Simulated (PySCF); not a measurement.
Electron correlation in F (fluorine, neutral)

[He] 2s2 2p5, 2P determinant. Computed with PySCF 2.14 in aug-cc-pVTZ-DK (5s4p3d2f, 46 functions), with the spin-free X2C one-electron Hamiltonian (Gaussian nucleus). Frozen: 1s2; 7 electrons correlated.

```csv
level,correlation energy (mhartree)
CCSD,-216.72
(T),-4.38
CCSD(T),-221.10
```

Diagnostics: T1 = 0.0077, D1 = 0.0127, largest double amplitude 0.033.

Problem. Is a single reference adequate?

Solution. Yes: T1 lies below 0.03 and no double amplitude reaches 0.07.
